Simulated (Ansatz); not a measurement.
`B[SiH2][SiH](C)Cl` and `C[SiH](Cl)CF` differ in one atom or group.

Ansatz, PBE0-D4/def2-TZVP geometries, multiplicity 1. Each molecule was computed in one conformer, which needn't be the lowest. `B[SiH2][SiH](C)Cl` holds a close contact that its SMILES doesn't draw: Cl···B 2.25 Å.

| property | `B[SiH2][SiH](C)Cl` |
| --- | --- |
| HOMO–LUMO gap (B3LYP/def2-TZVPP) / eV | 6.09 |
| LUMO energy (PBE0/def2-TZVPP) / eV | -0.96 |
| HOMO energy (B3LYP/def2-TZVPP) / eV | -7.20 |
| size of the dipole moment (ωB97M-V/def2-TZVPP) / D | 2.57 |
| HOMO energy (PBE/def2-TZVPP) / eV | -6.28 |
| LUMO energy (PBE/def2-TZVPP) / eV | -1.86 |

(1) What does the change do to each property? (Best estimate.)

Answers

(1) The calculation gave: 
| property | `C[SiH](Cl)CF` | shift |
| --- | --- | --- |
| HOMO–LUMO gap (B3LYP/def2-TZVPP) / eV | 8.32 | 2.23 |
| LUMO energy (PBE0/def2-TZVPP) / eV | 0.28 | 1.24 |
| HOMO energy (B3LYP/def2-TZVPP) / eV | -8.27 | -1.07 |
| size of the dipole moment (ωB97M-V/def2-TZVPP) / D | 0.71 | -1.86 |
| HOMO energy (PBE/def2-TZVPP) / eV | -7.02 | -0.74 |
| LUMO energy (PBE/def2-TZVPP) / eV | -0.69 | 1.17 |

With PBE0 the HOMO falls by 1.10 eV and the LUMO rises by 1.24 eV, so the gap widens by about 2.34 eV. PBE moves the HOMO by -0.74 eV and ωB97M-V by -1.31 eV. Dipoles are sizes alone; their direction can turn.

B3LYP here is the variant with VWN-RPA as its local correlation; programs differ in this.
